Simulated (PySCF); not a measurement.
**Where the electron goes**

Bis(E-2-bromo-1-methyl-1-propenyl) selenide, C8H12Br2Se.
Cartesian coordinates in Å at the PBE0-D3(BJ)/def2-SVP level; atoms count from 1:
```xyz
23
C8H12Br2Se angstrom
C     -3.1827   -0.4406    1.0876
C     -2.5689   -0.0845   -0.2234
Br    -3.8498    0.6304   -1.4472
C     -1.2913   -0.2272   -0.6187
C     -0.7165    0.1557   -1.9427
Se    -0.0655   -1.1264    0.5629
C      1.2873    0.2431    0.6013
C      0.8042    1.5876    1.0350
C      2.5573   -0.1080    0.3318
C      3.0831   -1.4298   -0.1130
Br     3.9492    1.1842    0.5463
H     -3.7735    0.4040    1.4733
H     -2.4040   -0.7038    1.8167
H     -3.8704   -1.2944    0.9790
H      0.2613    0.6450   -1.8123
H     -0.5441   -0.7423   -2.5583
H     -1.3842    0.8331   -2.4912
H      1.5555    2.3653    0.8452
H     -0.1266    1.8525    0.5098
H      0.5716    1.5805    2.1125
H      3.7389   -1.3039   -0.9877
H      3.6864   -1.8989    0.6806
H      2.2560   -2.1046   -0.3735
```

Theory: TDDFT CAM-B3LYP/def2-SVPD, vertical, gas phase, core orbitals frozen in the response (PySCF 2.14.0, density-fitted response routines). The CAM-B3LYP/def2-SVPD calculation is non-relativistic and has no spin–orbit coupling, an omission that weighs most on bromine and selenium.

Frontier orbitals with the atoms that hold most of them (Löwdin shares over 4%, at most four atoms; ? is withheld):

```json
{"orbital": "HOMO-3", "ε (eV)": "-9.61", "atoms": "Br11 40%, Br3 37%"}
{"orbital": "HOMO-2", "ε (eV)": "-9.02", "atoms": "Se6 19%, Br11 18%, Br3 17%, C7 10%"}
{"orbital": "HOMO-1", "ε (eV)": "-8.43", "atoms": "Br3 15%, Br11 14%, C4 14%, C7 13%"}
{"orbital": "HOMO", "ε (eV)": "-7.54", "atoms": "?"}
{"orbital": "LUMO", "ε (eV)": "?", "atoms": "?"}
{"orbital": "LUMO+1", "ε (eV)": "0.41", "atoms": "Br3 20%, Br11 18%, C9 12%, C2 12%"}
{"orbital": "LUMO+2", "ε (eV)": "0.62", "atoms": "Se6 15%, C9 12%, Br11 11%, C7 11%"}
```

(1) Give the leading atoms of the HOMO.

(2) Give the leading atoms of the LUMO.

(3) What is the LUMO energy, and the HOMO–LUMO gap?

Answers

(1) Se6 (bonded to 2 C) 43%; C7 (bonded to 2 C and Se) 9%; C4 (bonded to 2 C and Se) 9%; C9 (bonded to Br and 2 C) 7%. By element: selenium 43%, carbon 25% or more.

(2) Se6 (bonded to 2 C) 30%; Br11 (bonded to C) 12%; C2 (bonded to Br and 2 C) 11%; Br3 (bonded to C) 10%. By element: selenium 30%, bromine 22%, carbon 11% or more.

(3) ε(LUMO) = 0.31 eV; the gap is 7.85 eV (0.2885 hartree).

The HOMO–LUMO gap is 7.85 eV. Where does the response calculation put the lowest singlet, and from which orbitals?

S1 is at 4.55 eV (f = 0.0007), 3.30 eV below the gap, made of HOMO→LUMO (82%). 

One configuration dominates each of S1 and S2. Which, and how do the shares of the two leading atoms of either orbital change from the occupied to the empty one?

- S1 (4.55 eV, f 0.0007), HOMO→LUMO (82%): Se6 43% → 30%, C7 9% → at most 11%, Br11 at most 8% → 12%
- S2 (4.95 eV, f 0.085), HOMO→LUMO+1 (82%): Se6 43% → at most 12%, C7 9% → at most 12%, Br3 at most 8% → 20%, Br11 at most 8% → 18%

One conformer stands for the species.
